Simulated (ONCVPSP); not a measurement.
**u(r) = r·R(r): atom against pseudo-atom (O)**

Columns: radius, all-electron u(r) and pseudo u(r) of the 2p shell (level -43.35 eV) of oxygen in the configuration [He] 2s2 2p2; LDA (Perdew-Zunger), scalar-relativistic, ONCV scheme, ONCVPSP 4.0.1.

| r (bohr) | all-electron | pseudo |
| --- | --- | --- |
| 0.080 | 0.0867 | 0.0330 |
| 0.160 | 0.2594 | 0.1268 |
| 0.240 | 0.4443 | 0.2676 |
| 0.320 | 0.6092 | 0.4355 |
| 0.400 | 0.7421 | 0.6081 |
| 0.480 | 0.8408 | 0.7649 |
| 0.560 | 0.9071 | 0.8905 |
| 0.640 | 0.9450 | 0.9760 |
| 0.720 | 0.9593 | 1.0197 |
| 0.800 | 0.9546 | 1.0261 |
| 0.880 | 0.9351 | 1.0029 |
| 0.960 | 0.9045 | 0.9597 |
| 1.040 | 0.8659 | 0.9053 |
| 1.120 | 0.8219 | 0.8465 |
| 1.200 | 0.7746 | 0.7877 |
| 1.280 | 0.7255 | 0.7313 |
| 1.360 | 0.6758 | 0.6778 |
| 1.440 | 0.6267 | 0.6271 |
| 1.520 | 0.5787 | 0.5787 |
| 1.600 | 0.5325 | 0.5325 |
| 1.680 | 0.4883 | 0.4883 |
| 1.760 | 0.4465 | 0.4465 |
| 1.840 | 0.4072 | 0.4072 |
| 1.920 | 0.3705 | 0.3704 |
| 2.000 | 0.3363 | 0.3363 |
| 2.080 | 0.3046 | 0.3046 |

(1) How many radial nodes do the two functions have?

(2) At about which radius was the pseudo-wave matched?

(3) Is the pseudo-wave norm-conserving?

Answers

(1) The all-electron 2p function has n − l − 1 = 0; the pseudo-wave has 0.

(2) 1.60 bohr. The columns agree to 0.0005 from 1.44 bohr on; several derivatives are matched, so the curves merge somewhat inside the radius.

(3) Yes: the ONCV scheme keeps the norm inside the radius equal to the all-electron one, which fixes the energy derivative of the logarithmic derivative at the level.
